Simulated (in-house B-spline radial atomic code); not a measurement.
Multiplet parameters of the 2p3 shell in In42+ ([He] 2s2 2p3). Method: non-relativistic Hartree-Fock, average of configuration, point nucleus. Calculated with a B-spline radial code for spherical atoms.

Slater integrals: F^2 = 880422 cm⁻¹. Central-field spin-orbit parameter ζ(2p) = 1.157e+06 cm⁻¹ (bare central field on non-relativistic orbitals, without two-electron terms: too large for light atoms, too small for heavy ones).

With F₂ = F^2/25 = 35217 cm⁻¹:

Problem. Where do the terms lie in LS coupling, without spin-orbit interaction?

Solution. In cm⁻¹ above the Hund's-rule term:
| term | expression | energy |
| --- | --- | --- |
| 4S | 0 F₂ | 0 |
| 2D | 9 F₂ | 316952 |
| 2P | 15 F₂ | 528253 |

Problem. How far can these numbers be trusted?

Solution. Unscaled Hartree-Fock integrals overestimate measured term splittings, because correlation screens the repulsion; fits to spectra scale them down, most for low charges. Here ζ is 32.85 times F₂, so spin-orbit coupling rivals the gaps between some terms: low levels can stay fairly pure, while close terms of equal J mix strongly.
